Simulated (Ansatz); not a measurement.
Consider the ligand exchange at the Si–C bond: `OCOC[SiH3]` + `CBN` → `CBN[SiH3]` + `COCO`.

Calculated with Ansatz (gas phase, PBE0-D4/def2-TZVP geometries, no zero-point term in ΔE). CCSD(T)/CBS adds triple-zeta CCSD(T) − MP2 to the extrapolated MP2 energy (def2 sets, frozen cores). This one scheme is used for every species. DFT in def2-TZVPP. B3LYP here is the variant with VWN-RPA as its local correlation; programs differ in this. One conformer a species, not always the lowest.

```csv
level,ΔE (kJ/mol),difference from CCSD(T)/CBS
PBE-D4,-47.2,12.5
r2SCAN-D4,-55.5,4.2
PBE0-D4,-52.9,6.8
B3LYP-D4,-57.4,2.3
ωB97X-V,-57.2,2.5
ωB97M-V,-56.7,3.0
B2PLYP,-59.4,0.3
PBE,-46.5,13.2
r2SCAN,-55.4,4.3
PBE0,-52.4,7.3
B3LYP,-56.2,3.5
HF/def2-TZVPP,-72.6,-12.9
MP2/def2-TZVPP,-63.0,-3.3
SCS-MP2/def2-TZVPP,-64.7,-5.0
CCSD/def2-TZVPP,-61.5,-1.8
CCSD(T)/def2-TZVPP,-59.7,0.0
HF/def2-QZVPP,-73.4,-13.7
MP2/def2-QZVPP,-63.4,-3.7
SCS-MP2/def2-QZVPP,-65.0,-5.3
HF/CBS(def2),-73.5,-13.8
MP2/CBS(def2),-63.1,-3.4
CCSD/CBS(def2),-61.6,-1.9
CCSD(T)/CBS,-59.7,0
```

Largest T1 diagnostic among the species: 0.012.

In def2-TZVPP, CCSD(T) changes the Hartree–Fock value by +12.9 kJ/mol (the triples alone add +1.8 kJ/mol) and MP2 by +9.5 kJ/mol. From PBE to PBE0 (25 % exact exchange), in def2-TZVPP and without D4, ΔE moves by −5.9 kJ/mol.
